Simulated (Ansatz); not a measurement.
Harmonic frequencies (cm⁻¹) at PBE0-D4/def2-TZVP from Ansatz: 124, 133, 214, 241, 264, 296, 452, 575, 613, 840, 954, 3898.

Each molecule was computed in one conformer, which needn't be the lowest.

Question: Which molecule is it?
A. `S[B]S`•
B. `O[Si](O)([S])Cl`•
C. `O[Si]([S])(Cl)Cl`•
D. `N#[C][Sn]([Cl])[Cl]`•

Answer: C.
